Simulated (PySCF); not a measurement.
**Vertical ionisation of several complexes**

Computed with PySCF 2.14.0, B3LYP, def2-SVP on the ligands and scalar-relativistic core potentials on the metal (def2; Stuttgart 1997 for actinides; CRENBL for Ra), no spin-orbit coupling, vacuum. One electron is taken off at the relaxed geometry; the lower of the one or two spin states computed is given. Charges are Mulliken's.

The compounds:

```
  compound    state  point group  M–first ligand (Å)
[Pb(CH3)]+  singlet          C3v               2.260
   [TlI2]+  singlet          D∞h               2.661
[WO(OH)3]+  singlet          C3v               1.680
[Pb(SH)3]+  singlet          C3h               2.481
```

Problem. Order them by vertical ionisation energy, lowest first.
A. [Pb(CH3)]+
B. [WO(OH)3]+
C. [TlI2]+
D. [Pb(SH)3]+

Solution. D (14.35 eV), C (14.63 eV), A (14.95 eV), B (17.80 eV).

Problem. What are the other results?

Solution. 
```
  compound  ionisation energy (eV)  −ε(HOMO) (eV)  state after  change of charge on M (e)  spin on M after (e)
[Pb(CH3)]+                   14.95          12.38      doublet                       0.55                 0.38
   [TlI2]+                   14.63          12.56      doublet                       0.13                -0.05
[WO(OH)3]+                   17.80          15.37      doublet                       0.13                -0.20
[Pb(SH)3]+                   14.35          12.32      doublet                       0.09                -0.11
```

One start shape was tried for each compound. Distances are means of the shortest metal–ligand contacts. Open shells may have lower solutions than those found. Where the spin on M lies well between 0 and 1 the hole is shared, which such functionals overdo.
